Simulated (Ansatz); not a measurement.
Born–Oppenheimer molecular dynamics of Cl2H2HfO2 (7 atoms, charge 0, multiplicity 1). It starts from a relaxed structure.

Computed with RKS PBE0/def2-SVP (Ansatz 0.2.0).

* ensemble: NVT, Langevin thermostat
* time step: 0.5 fs
* steps asked: 150
* set temperature: 200 K
* friction: 0.005 /fs
* seed: 150605

First frame:

```xyz
7
Properties=species:S:1:pos:R:3
Hf -0.032 -0.052 0.147
Cl 0.154 0.234 2.488
O 1.705 -0.316 -0.581
H 2.543 -0.543 -0.981
Cl -1.002 1.858 -0.858
O -1.134 -1.560 -0.205
H -1.605 -2.361 -0.431
```

Question: How far do the bonds stretch over the last three quarters of this one trajectory? (Pairs bonded in most of those frames.)

Answer: 
| bond | mean (Å) | spread (Å) | shortest | longest |
| --- | --- | --- | --- | --- |
| Hf1–Cl2 | 2.371 | 0.008 | 2.35 | 2.38 |
| Hf1–O3 | 1.909 | 0.034 | 1.86 | 1.97 |
| Hf1–Cl5 | 2.369 | 0.016 | 2.35 | 2.40 |
| Hf1–O6 | 1.908 | 0.022 | 1.87 | 1.94 |
| O3–H4 | 0.959 | 0.030 | 0.91 | 1.00 |
| O6–H7 | 0.958 | 0.011 | 0.94 | 0.98 |

Mean temperature of the second half: 158 K. The mean temperature of the second half is 21 % below the set value. A run of 0.075 ps of so small a system gives no equilibrium averages.

Time of the run: 15 min on 2 threads of Arm Neoverse N1, on a shared host, peak memory 0.24 GiB.
